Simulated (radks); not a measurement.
The numbers below are computed, except where a source is named.
Problem. All-electron atom: the thallium ion Tl+ in [Hg]. Level of theory: Dirac Kohn-Sham, BLYP, spin-unpolarised, spherical densities, point nucleus; speed of light set to 274.072 atomic units (2 times the physical value, a model run) (a radial shooting solver on a logarithmic mesh with Libxc functionals). Some entries of the table are withheld. Estimate them.

orbital  occ.  eigenvalue (eV)  <r^2> (bohr^2)  <r> (bohr)
1s1/2       2        -78823.24       0.0004429     0.01814
2s1/2       2        -13417.69             (1)     0.07613
2p1/2       2        -12907.58             (2)     0.06393
2p3/2       4        -12479.32             (3)     0.06597
3s1/2       2        -3190.117         0.04253      0.1931
3p1/2       2        -2950.652         0.03900      0.1835
3p3/2       4        -2856.619         0.04053      0.1872
3d3/2       4        -2421.122         0.03109      0.1631
3d5/2       6        -2396.973         0.03151      0.1643
4s1/2       2        -703.6596          0.2025      0.4239
4p1/2       2        -599.4245          0.2067         (4)
4p3/2       4        -576.8744          0.2143         (5)
4d3/2       4        -389.6944             (6)      0.4401
4d5/2       6        -384.5971             (7)      0.4428
4f5/2       6        -134.5992          0.2522      0.4589
4f7/2       8        -133.3891          0.2539      0.4605
5s1/2       2        -116.1423           1.014      0.9513
5p1/2       2         -81.6915           1.186         (8)
5p3/2       4         -77.6358           1.237         (9)
5d3/2       4         -24.8494           2.146       1.355
5d5/2       6         -24.2873           2.188       1.368
6s1/2       2         -14.3397           7.810       2.628

Solution. 
(1) 2s1/2 <r^2> (bohr^2): 0.006823
(2) 2p1/2 <r^2> (bohr^2): 0.004982
(3) 2p3/2 <r^2> (bohr^2): 0.005276
(4) 4p1/2 <r> (bohr): 0.4267
(5) 4p3/2 <r> (bohr): 0.4346
(6) 4d3/2 <r^2> (bohr^2): 0.2234
(7) 4d5/2 <r^2> (bohr^2): 0.2261
(8) 5p1/2 <r> (bohr): 1.025
(9) 5p3/2 <r> (bohr): 1.047
